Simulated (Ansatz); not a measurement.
`[CH3][Al]1[CH2][SiH]1F` + `N[SiH](O)S` → `CS[SiH](N)O` + `F[SiH]1[CH2][AlH]1`  (substitution at a C–Al bond)

Calculated with Ansatz (gas phase, PBE0-D4/def2-TZVP geometries, no zero-point term in ΔE). CBS: MP2 limit from def2 TZ/QZ plus the TZ coupled-cluster correction, frozen cores. Functionals use def2-TZVPP. B3LYP here is the variant with VWN-RPA as its local correlation; programs differ in this. Each species was taken in one conformer, which may not be the lowest.

`[CH3][Al]1[CH2][SiH]1F`:

Z-matrix (Å, degrees):
```
C
Al 1 1.945
H 1 1.092 2 112.6
H 1 1.094 2 110.3 3 121.1
H 1 1.095 2 110.1 3 -120.9
C 2 1.974 1 138.6 3 166.1
Si 2 2.323 1 170.3 3 0.3
H 6 1.110 2 92.5 1 -67.3
H 6 1.089 2 140.7 1 56.1
F 7 1.609 2 136.0 1 69.2
H 7 1.488 2 116.2 1 -94.9
```

`N[SiH](O)S`:

```xyz
9

N    -0.980    0.426    0.957
Si    0.055   -0.324   -0.158
O     1.299   -1.113    0.572
S     0.981    1.147   -1.402
H    -1.692   -0.103    1.433
H    -0.672    1.218    1.496
H    -0.772   -1.268   -0.948
H     1.957   -1.525    0.009
H    -0.177    1.542   -1.958
```

`CS[SiH](N)O`:

Cartesian coordinates in Å:
```
C 1.322 -0.043 -1.823
S -0.207 -0.837 -1.245
Si -0.300 -0.143 0.754
N -1.844 -0.443 1.407
O 0.077 1.456 0.659
H 2.190 -0.436 -1.295
H 1.417 -0.277 -2.883
H 1.263 1.036 -1.692
H 0.656 -0.837 1.658
H -1.980 -1.190 2.067
H -2.688 -0.222 0.904
H 0.095 1.936 1.489
```

`F[SiH]1[CH2][AlH]1`:

Z-matrix (Å, degrees):
```
Si
C 1 1.868
Al 1 2.321 2 54.9
F 1 1.606 2 119.9 3 -126.3
H 1 1.487 2 111.0 3 108.4
H 2 1.088 1 125.4 3 -141.2
H 2 1.110 1 109.5 3 87.2
H 3 1.583 1 170.6 2 -166.7
```

```csv
species,B3LYP-D4 energy (Eh)
`[CH3][Al]1[CH2][SiH]1F`,-711.76561
`N[SiH](O)S`,-820.92345
`CS[SiH](N)O`,-860.25240
`F[SiH]1[CH2][AlH]1`,-672.41352
```

Question: Work out ΔE.

Answer: ΔE = (-860.25240) + (-672.41352) − (-711.76561) − (-820.92345) = 0.02314 Eh = +0.63 eV. CCSD(T)/CBS gives +0.65 eV.

Largest T1 diagnostic among the species: 0.013.

The D4 term adds −0.05 eV with B3LYP and −0.02 eV with PBE0; it sums over pairs of atoms, weighted by their polarisabilities, and B3LYP, whose exchange is more repulsive, gets the larger term. In def2-TZVPP, CCSD(T) changes the Hartree–Fock value by +0.05 eV (the triples alone add −0.00 eV) and MP2 by +0.06 eV.
